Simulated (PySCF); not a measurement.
PySCF job for C2H8BN3, SMILES NB1NCCN1, TDA-LC-ωPBE/def2-SVPD. The structure is a stationary point at B3LYP-D3(BJ)/def2-SVP. The structure was generated by enumeration, and PubChem lists no compound with its InChIKey, so it may never have been made. Other conformers were not sampled.

```python
import numpy as np
from pyscf import gto, scf, dft, tdscf

mol = gto.M(
    atom='''
    N    -0.00000000    0.00000000    2.22133386
    B     0.00000000    0.00000000    0.80232092
    N     0.15198227   -1.15028944   -0.05125864
    C    -0.13986683   -0.75803748   -1.42459870
    C     0.13986682    0.75803748   -1.42459870
    N    -0.15198227    1.15028944   -0.05125864
    H    -0.11421206    0.83827189    2.77337416
    H     0.11421206   -0.83827188    2.77337416
    H    -0.08300905   -2.09714731    0.21788153
    H    -1.19986305   -0.94358189   -1.69764508
    H     0.48512109   -1.28399086   -2.16767873
    H    -0.48512109    1.28399087   -2.16767873
    H     1.19986305    0.94358189   -1.69764508
    H     0.08300906    2.09714730    0.21788153
    ''',
    basis='def2-SVPD',
    charge=0,
    spin=0,
    symmetry=True,
    max_memory=1600,
    verbose=4,
)
mf = dft.RKS(mol, xc='lc_wpbe').density_fit(auxbasis='def2-universal-jkfit')
mf.grids.level = 3
mf.conv_tol = 1e-9
mf.max_cycle = 100
mf.kernel()
mf.grids = dft.Grids(mol).set(level=1).build(with_non0tab=True)  # coarser grid for the response kernel
td = tdscf.TDA(mf)
td.singlet = True
td.nstates = 10
td.conv_tol = 1e-4
td.positive_eig_threshold = 1e-6
td.kernel(x0=td.get_init_guess(mf, 15))
td.analyze()
tt = tdscf.TDA(mf)
tt.singlet = False
tt.nstates = 4
tt.conv_tol = 1e-4
tt.positive_eig_threshold = 1e-6
tt.kernel(x0=tt.get_init_guess(mf, 9))
tt.analyze(verbose=3)
```

Log of the run:

```
PySCF version 2.14.0

[INPUT] verbose = 4
[INPUT] num. atoms = 14
[INPUT] num. electrons = 46
[INPUT] charge = 0
[INPUT] spin (= nelec alpha-beta = 2S) = 0
[INPUT] symmetry True subgroup None
[INPUT] Mole.unit = angstrom
[INPUT] Symbol           X                Y                Z      unit          X                Y                Z       unit  Magmom
[INPUT]  1 N      0.000000000000   0.000000000000   2.221333860000 AA    0.000000000000   0.000000000000   4.197712626623 Bohr   0.0
[INPUT]  2 B      0.000000000000   0.000000000000   0.802320920000 AA    0.000000000000   0.000000000000   1.516166802809 Bohr   0.0
[INPUT]  3 N      0.151982270000  -1.150289440000  -0.051258640000 AA    0.287204866090  -2.173732005579  -0.096864791118 Bohr   0.0
[INPUT]  4 C     -0.139866830000  -0.758037480000  -1.424598700000 AA   -0.264310002611  -1.432483229355  -2.692101380411 Bohr   0.0
[INPUT]  5 C      0.139866820000   0.758037480000  -1.424598700000 AA    0.264309983714   1.432483229355  -2.692101380411 Bohr   0.0
[INPUT]  6 N     -0.151982270000   1.150289440000  -0.051258640000 AA   -0.287204866090   2.173732005579  -0.096864791118 Bohr   0.0
[INPUT]  7 H     -0.114212060000   0.838271890000   2.773374160000 AA   -0.215829513522   1.584104290022   5.240917603346 Bohr   0.0
[INPUT]  8 H      0.114212060000  -0.838271880000   2.773374160000 AA    0.215829513522  -1.584104271124   5.240917603346 Bohr   0.0
[INPUT]  9 H     -0.083009050000  -2.097147310000   0.217881530000 AA   -0.156864370360  -3.963034058768   0.411736419301 Bohr   0.0
[INPUT] 10 H     -1.199863050000  -0.943581890000  -1.697645080000 AA   -2.267412551485  -1.783111348199  -3.208084257915 Bohr   0.0
[INPUT] 11 H      0.485121090000  -1.283990860000  -2.167678730000 AA    0.916745997350  -2.426391071845  -4.096319125745 Bohr   0.0
[INPUT] 12 H     -0.485121090000   1.283990870000  -2.167678730000 AA   -0.916745997350   2.426391090742  -4.096319125745 Bohr   0.0
[INPUT] 13 H      1.199863050000   0.943581890000  -1.697645080000 AA    2.267412551485   1.783111348199  -3.208084257915 Bohr   0.0
[INPUT] 14 H      0.083009060000   2.097147300000   0.217881530000 AA    0.156864389258   3.963034039871   0.411736419301 Bohr   0.0

nuclear repulsion = 234.902456046548
point group symmetry = C2
symmetry origin: [-2.05405014e-09  4.10810024e-10  8.21620080e-10]
symmetry axis x: [ 1.00000000e+00 -1.37428288e-09 -9.86645048e-10]
symmetry axis y: [-1.37428288e-09 -1.00000000e+00  7.44505368e-11]
symmetry axis z: [-9.86645048e-10 -7.44505037e-11 -1.00000000e+00]
num. orbitals of irrep A = 96
num. orbitals of irrep B = 88
number of shells = 80
number of NR pGTOs = 260
number of NR cGTOs = 184
basis = def2-SVPD
ecp = {}


[settings echo left out]
init E= -270.889606923552
HOMO (A) = -0.266910275781757  LUMO (A) = 0.0288124722163596  gap/eV = 8.04703
cycle= 1 E= -269.851804302269  delta_E= 1.04  |g|= 0.472  |ddm|= 5.41
HOMO (A) = -0.271120759264469  LUMO (A) = 0.0702122777607448  gap/eV = 9.28815
cycle= 2 E= -269.884304052413  delta_E= -0.0325  |g|= 0.357  |ddm|= 1.24
HOMO (A) = -0.328369655299543  LUMO (A) = 0.0643281331201546  gap/eV = 10.68585
cycle= 3 E= -269.91002892547  delta_E= -0.0257  |g|= 0.0427  |ddm|= 0.438
HOMO (A) = -0.3233252317303  LUMO (A) = 0.0656884412398342  gap/eV = 10.58560
cycle= 4 E= -269.910629951172  delta_E= -0.000601  |g|= 0.0111  |ddm|= 0.169
HOMO (A) = -0.324231843267027  LUMO (A) = 0.0657540988675809  gap/eV = 10.61206
cycle= 5 E= -269.910662106212  delta_E= -3.22e-05  |g|= 0.00475  |ddm|= 0.0496
HOMO (A) = -0.32387827674934  LUMO (A) = 0.065675969067938  gap/eV = 10.60031
cycle= 6 E= -269.9106677897  delta_E= -5.68e-06  |g|= 0.00116  |ddm|= 0.0229
HOMO (A) = -0.324037919569298  LUMO (A) = 0.0656730745782466  gap/eV = 10.60458
cycle= 7 E= -269.910668247854  delta_E= -4.58e-07  |g|= 0.00031  |ddm|= 0.0102
HOMO (A) = -0.324017985875531  LUMO (A) = 0.0656803618146529  gap/eV = 10.60423
cycle= 8 E= -269.910668301711  delta_E= -5.39e-08  |g|= 8.81e-05  |ddm|= 0.00406
HOMO (A) = -0.324028791308625  LUMO (A) = 0.065679816620237  gap/eV = 10.60451
cycle= 9 E= -269.910668308549  delta_E= -6.84e-09  |g|= 1.81e-05  |ddm|= 0.00191
HOMO (A) = -0.324028342369574  LUMO (A) = 0.0656796977130698  gap/eV = 10.60450
cycle= 10 E= -269.910668308925  delta_E= -3.75e-10  |g|= 7.13e-06  |ddm|= 0.00037
HOMO (A) = -0.324028943291328  LUMO (A) = 0.065679784374975  gap/eV = 10.60451
Extra cycle  E= -269.910668308955  delta_E= -3.01e-11  |g|= 4.53e-06  |ddm|= 5.99e-05
converged SCF energy = -269.910668308955
tot grids = 50680
Overwritten attributes  positive_eig_threshold  of <class 'pyscf.tdscf.rks.TDA'>


******** <class 'pyscf.tdscf.rks.TDA'> for <class 'pyscf.df.df_jk.DFSymAdaptedRKS'> ********
nstates = 10 singlet
deg_eia_thresh = 1.000e-03
wfnsym = None
conv_tol = 0.0001
eigh lindep = 1e-12
eigh level_shift = 0
eigh max_cycle = 100


Excitation energies (eV)
[6.26646564 6.48561332 7.28637641 7.42726592 7.97270136 8.21407744
 8.27662536 8.38511674 8.42585471 8.62088635]

** Singlet excitation energies and oscillator strengths **
Excited State   1:    A      6.26647 eV    197.85 nm  f=0.0000
      22 -> 26        0.15606
      23 -> 24       -0.61986
      23 -> 25        0.18672
      23 -> 28       -0.13629
      23 -> 34        0.10126
Excited State   2:    B      6.48561 eV    191.17 nm  f=0.0050
      22 -> 24        0.62841
      23 -> 26       -0.21674
Excited State   3:    B      7.28638 eV    170.16 nm  f=0.0133
      21 -> 24        0.21855
      22 -> 24        0.13539
      22 -> 25        0.28642
      22 -> 28       -0.21672
      23 -> 26        0.51504
Excited State   4:    A      7.42727 eV    166.93 nm  f=0.0012
      22 -> 27        0.12114
      23 -> 24       -0.17833
      23 -> 25       -0.64306
Excited State   5:    A      7.97270 eV    155.51 nm  f=0.0021
      22 -> 26        0.38375
      22 -> 27        0.22200
      23 -> 24        0.18445
      23 -> 28       -0.19494
      23 -> 29        0.43510
Excited State   6:    B      8.21408 eV    150.94 nm  f=0.0428
      22 -> 24        0.14925
      22 -> 25       -0.36615
      22 -> 29        0.22884
      23 -> 26        0.13643
      23 -> 27        0.38385
      23 -> 31       -0.25140
      23 -> 32       -0.13027
Excited State   7:    B      8.27663 eV    149.80 nm  f=0.0744
      21 -> 24       -0.10855
      22 -> 24        0.10021
      22 -> 25       -0.24089
      22 -> 28        0.14787
      23 -> 26        0.21787
      23 -> 27       -0.21293
      23 -> 30        0.50609
Excited State   8:    B      8.38512 eV    147.86 nm  f=0.0789
      21 -> 24       -0.18926
      22 -> 28        0.18245
      23 -> 26        0.14055
      23 -> 27       -0.39337
      23 -> 30       -0.25680
      23 -> 31       -0.20924
      23 -> 32       -0.30432
Excited State   9:    A      8.42585 eV    147.15 nm  f=0.0006
      21 -> 26        0.13215
      21 -> 27        0.14463
      22 -> 26        0.17885
      22 -> 27        0.42890
      22 -> 31        0.26489
      22 -> 32       -0.10681
      23 -> 28        0.25500
      23 -> 29       -0.23784
Excited State  10:    B      8.62089 eV    143.82 nm  f=0.0555
      22 -> 28        0.21945
      22 -> 29        0.12941
      22 -> 33       -0.12024
      23 -> 26        0.16840
      23 -> 30       -0.32625
      23 -> 31        0.37418
      23 -> 32        0.29207

** Transition electric dipole moments (AU) **
state          X           Y           Z        Dip. S.      Osc.
  1        -0.0000      0.0000     -0.0130      0.0002      0.0000
  2         0.1608      0.0752      0.0000      0.0315      0.0050
  3         0.2678      0.0556     -0.0000      0.0748      0.0133
  4         0.0000      0.0000      0.0795      0.0063      0.0012
  5        -0.0000      0.0000      0.1035      0.0107      0.0021
  6         0.3457      0.3053     -0.0000      0.2127      0.0428
  7        -0.5174     -0.3150      0.0000      0.3670      0.0744
  8        -0.4441      0.4319     -0.0000      0.3838      0.0789
  9        -0.0000     -0.0000     -0.0546      0.0030      0.0006
 10         0.1790     -0.4805      0.0000      0.2630      0.0555

** Transition velocity dipole moments (imaginary part, AU) **
state          X           Y           Z        Dip. S.      Osc.
  1         0.0000     -0.0000     -0.0038      0.0000      0.0000
  2         0.0414      0.0317     -0.0000      0.0027      0.0076
  3         0.1015      0.0025      0.0000      0.0103      0.0257
  4        -0.0000     -0.0000      0.0024      0.0000      0.0000
  5        -0.0000      0.0000      0.0205      0.0004      0.0010
  6         0.1267      0.0372     -0.0000      0.0174      0.0385
  7        -0.1520     -0.0493      0.0000      0.0255      0.0559
  8        -0.1335      0.0681     -0.0000      0.0225      0.0486
  9        -0.0000     -0.0000     -0.0058      0.0000      0.0001
 10        -0.0124     -0.0549      0.0000      0.0032      0.0067

** Transition magnetic dipole moments (imaginary part, AU) **
state          X           Y           Z
  1         0.0000      0.0000     -0.5137
  2         0.1929     -0.4083      0.0000
  3         0.0663     -1.0547     -0.0000
  4         0.0000     -0.0000     -0.4140
  5         0.0000     -0.0000     -0.1816
  6         0.7103      0.6318     -0.0000
  7        -0.3609      0.0844      0.0000
  8         0.7390      0.0468     -0.0000
  9        -0.0000      0.0000      0.3317
 10        -0.5704     -0.1249     -0.0000


******** <class 'pyscf.tdscf.rks.TDA'> for <class 'pyscf.df.df_jk.DFSymAdaptedRKS'> ********
nstates = 4 triplet
deg_eia_thresh = 1.000e-03
wfnsym = None
conv_tol = 0.0001
eigh lindep = 1e-12
eigh level_shift = 0
eigh max_cycle = 100


Excitation energies (eV)
[6.044991   6.21581839 6.94439629 7.25404493]

** Triplet excitation energies and oscillator strengths **
Excited State   1:    A      6.04499 eV    205.10 nm  f=0.0000
Excited State   2:    B      6.21582 eV    199.47 nm  f=0.0000
Excited State   3:    B      6.94440 eV    178.54 nm  f=0.0000
Excited State   4:    A      7.25404 eV    170.92 nm  f=0.0000
```

The run converged.
